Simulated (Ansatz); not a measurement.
Isolated molecules relaxed with PBE0-D4/def2-TZVP in Ansatz; ΔE leaves out vibrations. CCSD(T)/CBS adds triple-zeta CCSD(T) − MP2 to the extrapolated MP2 energy (def2 sets, frozen cores). Functionals use def2-TZVPP. B3LYP here is the variant with VWN-RPA as its local correlation; programs differ in this. Each species was taken in one conformer, which may not be the lowest.

Reaction (formal exchange of groups at a B–C bond): `[SiH3]NCBCl` + `C=C=C(C)S` → `C=C=C(C)BCl` + `[SiH3]NCS`

```csv
level,ΔE (kcal/mol),difference from CCSD(T)/CBS
PBE-D4,-9.8,-0.1
r2SCAN-D4,-10.2,-0.5
B3LYP-D4,-10.3,-0.6
ωB97X-V,-9.5,0.2
B2PLYP,-10.2,-0.5
r2SCAN,-10.2,-0.5
B3LYP,-10.1,-0.4
HF/def2-TZVPP,-11.0,-1.3
MP2/def2-TZVPP,-10.1,-0.4
SCS-MP2/def2-TZVPP,-10.1,-0.4
CCSD/def2-TZVPP,-9.7,0.0
CCSD(T)/def2-TZVPP,-9.8,-0.1
HF/def2-QZVPP,-11.0,-1.3
MP2/def2-QZVPP,-10.1,-0.4
MP2/CBS(def2),-10.0,-0.3
CCSD/CBS(def2),-9.6,0.1
CCSD(T)/CBS,-9.7,0
```

Largest T1 diagnostic among the species: 0.012.

In def2-TZVPP, CCSD(T) changes the Hartree–Fock value by +1.2 kcal/mol (the triples alone add −0.1 kcal/mol) and MP2 by +0.9 kcal/mol.
